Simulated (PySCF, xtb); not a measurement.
CH5O, SMILES C[OH2+], charge +1.

GFN2-xTB in xtb at its own geometry gives an orbital gap of 10.35 eV.

Geometry optimised at B3LYP-D3(BJ)/def2-TZVP. The isomer is the one that the SMILES or the coordinates give; other isomers of the formula were not compared.

**Question.** What does CAM-B3LYP/def2-TZVPD in PySCF give? (An estimate is asked for; the answer gives what the named calculation found.)

**Answer.** gap 13.28 eV (levels -18.89 and -5.62 eV).
